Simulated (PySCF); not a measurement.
CH4O4, SMILES C(O)(O)(O)O. Heavy atoms are numbered as in [OH:1][C:2]([OH:3])([OH:4])[OH:5]. Hydrogens are named by the atom that carries them.

Geometry optimised at B3LYP-D3(BJ)/def2-SVP. Other conformers were not sampled.

All values below come from PySCF with M06-2X/def2-TZVP.

ESP charges are fitted to the potential on shells at 1.4 to 2.0 van der Waals radii. Atomic charges (e), one atom of each kind:

| atom | ESP fit | Mulliken | meta-Löwdin |
|---|---|---|---|
| O1 (OH) | -0.67 | -0.46 | (withheld) |
| C2 | 0.79 | 0.47 | (withheld) |
| H on O1 | 0.47 | 0.34 | (withheld) |

Problem. Fill in the missing entries. (The exact figures need the calculation; the answer reports its results.)

Solution. 
- O1 (OH), meta-Löwdin: -0.54
- C2, meta-Löwdin: 0.75
- H on O1, meta-Löwdin: 0.36

Problem. Give the Mayer and Wiberg (Löwdin basis) orders of the bonds. (Estimate from the structure and the level; the computed values follow.)

Solution. 
| bond | Mayer | Wiberg |
|---|---|---|
| O1–C2 | 1.13 | 1.64 |
| C2–O3 | 1.13 | 1.64 |
| C2–O4 | 1.13 | 1.64 |
| C2–O5 | 1.13 | 1.64 |
